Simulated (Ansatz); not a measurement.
Species: methylhydroxycarbene, C$_{2}$H$_{4}$O, net charge 0, singlet state. SMILES: C[C]O
Geometry: optimised at B3LYP-D3(BJ)/def2-TZVP (Ansatz, a quantum-chemistry and plane-wave program).

Property: atomisation energy, in kcal/mol. Terms: LANL2DZ all-electron up to Ne; non-relativistic; 6-311+G** with 5d; spin-orbit terms left out; open shells spin-unrestricted; 6-31G* and kin with 6d, 5d where marked; dispersion terms only where a functional's name holds one; atomisation electronic, to ground-state atoms. Ab initio and DFT rows: single points at B3LYP-D3(BJ) geometries (Ansatz).

| level | program | atomisation energy (kcal/mol) |
|---|---|---|
| B3LYP/STO-3G | Ansatz | 695.8 |
| B3LYP/3-21G | Ansatz | 594.6 |
| B3LYP/LANL2DZ | Ansatz | 581.8 |
| B3LYP/6-31G | Ansatz | 587.0 |
| B3LYP/6-31G* | Ansatz | 616.1 |
| B3LYP/6-31+G* | Ansatz | 613.2 |
| B3LYP/6-31G** | Ansatz | 622.1 |
| B3LYP/def2-SVP | Ansatz | 623.2 |
| B3LYP/cc-pVDZ | Ansatz | 611.6 |
| B3LYP/6-311+G** | Ansatz | 616.1 |
| B3LYP/def2-TZVPD | Ansatz | 620.0 |

No value to compare with is used here. The 10 habitual levels span 581.8 (B3LYP/LANL2DZ) to 695.8 kcal/mol (B3LYP/STO-3G); B3LYP/def2-TZVPD gives 620.0.

The sets are all those run for this method; left out are runs that failed, that the program found above a lower state of the same kind, or whose <S^2> lies over 0.5 above the pure value.
